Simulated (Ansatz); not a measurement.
An input meant for RuPt₂⁻ (charge -1, doublet; atoms displaced at random, 0.15 Å in each coordinate).

```yaml
crystal:
  periodic: [false, false, false]
  atoms:
    - {symbol: Pt, position_ang: [-0.403366, -1.356678, 0.344725]}
    - {symbol: Pt, position_ang: [-0.704551, 1.280372, -0.905161]}
    - {symbol: Ru, position_ang: [1.198282, 0.231821, 0.505181]}
basis:
  gaussian: {orbitals: def2-mTZVPP, final_grid: {core_spheres: 5, valence_spheres: 4, degree: 11}, nuclear_model: gaussian}
total_charge: -1
magnetization: {spin_polarized: true, initial_magnetization: 1}
hamiltonian: {xc: {name: HF}}
correlation: {method: mp2, frozen_orbitals: {Pt: 9}}
scf: {lower_state_search: off}
output: {forces: true}
```

```sh
$ ansatz run in.yaml --threads 4 --pin off --events-out ev --progress --plain --max-ram 3916MiB
```

Output, abridged:

```
Functional definition: HF
Error: "frozen_orbitals" has no count for Ru
```

In this input frozen orbitals are typed for one element alone, and the program wants a count for each (the count typed has to fit that element's core, too). The program refused the input.
